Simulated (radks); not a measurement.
Spherical jellium clusters: N electrons in a uniform positive sphere of charge N and radius rs N^(1/3), rs = 2.94 bohr. Calculated with a radial shooting solver with Libxc functionals: non-relativistic Kohn-Sham, LDA (Slater exchange, Perdew-Wang correlation), spin-polarised, spherical densities. Levels are named by radial order and angular momentum (1s, 1p, 1d, 2s, ...), and open shells are averaged over m.

N = 9, configuration 1s2 1p6 1d(up 1, down 0). This is the lowest configuration that the search found. Occupied and some empty levels:

| level | occupation | eigenvalue (eV) | <r> (bohr) |
|---|---|---|---|
| 1s up | 1 | -6.6601 | 4.063 |
| 1s down | 1 | -6.5377 | 4.018 |
| 1p up | 3 | -4.5310 | 5.088 |
| 1p down | 3 | -4.3633 | 5.071 |
| 1d up | 1 | -2.1524 | 6.173 |
| 1d down | 0 | -1.9737 | 6.205 |
| 2s up | 0 | -1.7705 | 6.556 |
| 2s down | 0 | -1.6631 | 6.630 |
| 2p up | 0 | -0.35719 | 10.63 |
| 2p down | 0 | -0.29357 | 11.03 |

Energy (eV): total -13.2351, kinetic 25.503, external -414.35, Hartree 199.52, exchange-correlation -40.160, background 216.25.
